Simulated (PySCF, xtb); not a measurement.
C3H4ClNSi, SMILES C1=NC=C[Si@H]1Cl.

Harmonic wavenumbers (cm⁻¹) from GFN2-xTB (xtb 6.7.1) at its own minimum, in rising order: 97, 123, 314, 400, 448, 550, 562, 612, 632, 762, 783, 805, 842, 905, 993, 1124, 1214, 1279, 1536, 1629, 2296, 3064, 3077, 3123.

Q: What does PBE-D3(BJ)/def2-SVP (PySCF) give at its own minimum? (Estimate from the structure and the level; the computed values follow.)

A: 94, 135, 340, 394, 472, 564, 608, 644, 704, 755, 774, 826, 849, 919, 961, 1097, 1238, 1279, 1517, 1580, 2172, 3068, 3104, 3169. Paired by order, the mean absolute difference is 27 cm⁻¹ and the zero-point energies are 38.8 and 39.0 kcal/mol.
